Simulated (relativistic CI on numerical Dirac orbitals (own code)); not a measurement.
## Ag⁴⁺: L2,3 absorption edge

Computed with this model: Dirac-Coulomb-Breit CI, separate exchange-only KLI orbitals for each configuration, model QED (radiative potential, 1s self-energy scaled to tabulated hydrogen-like ionisation energies), valence Slater integrals scaled by 0.9, multiplet model of core-to-valence dipole absorption; configurations [Kr] 4d7 → [He] 2s2 2p5 3s2 3p6 3d10 4s2 4p6 4d8; 300 K; Lorentzian 1.6 eV and Gaussian 0.5 eV FWHM. Energies are those of the free ion, without screening or charge transfer. The branching ratio is the share of the lower-energy edge in the whole absorption, uncertain by about 0.02 where the edges overlap. S is read from ⟨S²⟩ = S(S + 1).

Field parameters in Wybourne normalisation: D4h B²₀ = −7Ds, B⁴₀ = 21(Dq − Dt), B⁴₄ = 21√(5/14) Dq. The field is a parameter set, without covalency.

Peaks in eV (height, largest 100): 3354.2 (100), 3527.5 (15).

**Question.** Which surroundings give this spectrum?
A. D4h, 10Dq = 29650, Ds = 3000, Dt = 900 cm⁻¹
B. D4h, 10Dq = 29650, Ds = -1500, Dt = 900 cm⁻¹
C. free ion
D. D4h, 10Dq = 29650, Ds = 430, Dt = 900 cm⁻¹

**Answer.** C. free ion, where the ground state has S = 1.47.
